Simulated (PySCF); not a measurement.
SMILES C[SiH2]O[SiH3] (PBE0/def2-SVP optimised geometry):

```
12

Si    -2.049    -1.001     0.000
O     -0.405    -1.001     0.000
Si     1.210    -0.645     0.029
C      1.491     1.202     0.097
H     -2.556    -1.704    -1.216
H     -2.558    -1.704     1.216
H     -2.572     0.400     0.000
H      1.817    -1.302     1.228
H      1.842    -1.216    -1.199
H      2.572     1.418     0.114
H      1.058     1.704    -0.781
H      1.043     1.641     1.002
```

Method: PBE0/def2-TZVP run with PySCF.

Problem. What are the frontier orbital energies and the dipole moment?

Solution. HOMO-2 -9.49 eV, HOMO-1 -8.45 eV, HOMO -8.45 eV, LUMO 0.11 eV, LUMO+1 0.99 eV; dipole moment 0.93 D.

On the same geometry PBE/def2-TZVP (PySCF) gives HOMO-2 -8.13 eV, HOMO-1 -7.07 eV, HOMO -7.05 eV, LUMO -0.77 eV, LUMO+1 0.20 eV; dipole moment 0.94 D.

Meta-Löwdin charges at PBE0/def2-TZVP: Si1 0.75, O2 -0.84, Si3 0.89, C4 -0.62, H5 -0.11, H6 -0.11, H7 -0.12, H8 -0.12, H9 -0.12, H10 0.14, H11 0.13, H12 0.13.
